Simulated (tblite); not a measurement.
Input of a run (GFN2-xTB geometry optimisation, gas phase (tblite 0.8.0)), started from a force field or distance geometry:
```
{"job": {"kind": "relax", "xc": "GFN2-xTB", "basis": "xTB"}, "charge": 1, "multiplicity": 2}
F     -1.373600    -0.122700     1.327700
C     -1.299700    -0.185200    -0.063000
Cl    -2.521300    -1.095300    -0.876300
C     -0.770400     0.970600    -0.728500
C      0.019500    -0.219400    -0.614100
C      1.227900    -0.322500     0.218400
Cl     2.665500     0.101500    -0.746400
H     -0.508800     1.887100    -0.210200
H      1.211400     0.340600     1.090600
H      1.358300    -1.349900     0.579200
```

Output (eV, eV/Å):
```
step      E/eV     max force
  0    -632.35468    3.367
  1    -632.76010    2.173
  2    -633.01574    2.733
  3    -633.18947    1.694
  4    -633.39594    1.519
  5    -633.59736    1.177
  6    -633.69160    1.164
  7    -633.85400    1.350
  8    -633.93069    1.054
  9    -634.07555    0.836
 10    -634.14323    0.790
 11    -634.24965    0.896
 12    -634.31237    0.863
 13    -634.36833    0.674
 14    -634.39839    0.398
 15    -634.42053    0.369
 16    -634.43072    0.434
 17    -634.44915    0.464
 18    -634.46222    0.341
 19    -634.47008    0.226
 20    -634.47413    0.186
 21    -634.47896    0.203
 22    -634.48492    0.248
 23    -634.49004    0.206
 24    -634.49301    0.122
 25    -634.49473    0.122
 26    -634.49638    0.124
 27    -634.49830    0.139
 28    -634.49989    0.118
 29    -634.50109    0.103
 30    -634.50218    0.094
 31    -634.50329    0.100
 32    -634.50424    0.086
 33    -634.50493    0.065
 34    -634.50550    0.062
 35    -634.50610    0.073
 36    -634.50665    0.061
 37    -634.50699    0.043
 38    -634.50715    0.042
 39    -634.50725    0.030
 40    -634.50732    0.022
 41    -634.50737    0.017
 42    -634.50740    0.013
 43    -634.50743    0.015
 44    -634.50745    0.013
 45    -634.50747    0.011
 46    -634.50748    0.010
 47    -634.50749    0.010
 48    -634.50750    0.012
 49    -634.50752    0.018
 50    -634.50756    0.024
 51    -634.50760    0.023
 52    -634.50765    0.022
 53    -634.50770    0.023
 54    -634.50778    0.027
 55    -634.50786    0.026
 56    -634.50794    0.026
 57    -634.50799    0.016
 58    -634.50802    0.013
 59    -634.50805    0.016
 60    -634.50810    0.023
 61    -634.50820    0.035
 62    -634.50837    0.048
 63    -634.50863    0.051
 64    -634.50902    0.066
 65    -634.50964    0.093
 66    -634.51060    0.119
 67    -634.51090    0.218
 68    -634.51253    0.223
 69    -634.51440    0.104
 70    -634.51553    0.079
 71    -634.51623    0.120
 72    -634.51682    0.127
 73    -634.51774    0.099
 74    -634.51901    0.146
 75    -634.52001    0.093
 76    -634.52118    0.085
 77    -634.52203    0.119
 78    -634.52243    0.091
 79    -634.52329    0.116
 80    -634.52439    0.078
 81    -634.52540    0.121
 82    -634.52706    0.156
 83    -634.52866    0.119
 84    -634.52943    0.111
 85    -634.52332    0.412
 86    -634.53092    0.079
 87    -634.53149    0.036
 88    -634.53232    0.126
 89    -634.53275    0.066
 90    -634.53325    0.031
 91    -634.53353    0.055
 92    -634.53381    0.040
 93    -634.53398    0.064
 94    -634.53418    0.053
 95    -634.53429    0.018
 96    -634.53432    0.009
```

Summarise the run.

The energy falls by 50.3 kcal/mol over 96 L-BFGS steps, the largest force on an atom goes from 3.37 to 0.009 eV/Å, and the atoms move by 0.809 Å rms after alignment. The bond that changes most is C4–C5 (ends: carbon bonded to 2 C and H; carbon bonded to 3 C), which shortens by 0.133 Å. Bonds longer at the end by more than 0.005 Å: 3 of 10; shorter: 4. Among the angles that change most is C4–C5–C6, from 123.8° to 159.8°. Among the dihedrals that turn most is C2–C5–C6–H10, from 76° to -45°. The energy rose by more than 1e-5 eV at step 85. The first step brought 19 % of the lowering.

What are the final bond lengths?

F1–C2 1.336 Å, C2–Cl3 1.724 Å, C2–C4 1.502 Å, C4–C5 1.300 Å, C5–C6 1.448 Å, C6–Cl7 1.790 Å, C2–C5 1.548 Å, C4–H8 1.068 Å, C6–H9 1.100 Å, C6–H10 1.096 Å. Numbering counts from 1 in the input's order; the species is `F[C@@]1(Cl)[CH+][C]1CCl` [radical].

Time: 0.72 s wall. Hardware: an AMD EPYC 7B13 with one thread, shared host with 96 logical CPUs at a one-minute load of 30.

Its GFN2-xTB frequencies are all real (lowest 31 cm⁻¹).

One conformer stands for the species.

These are computed values.
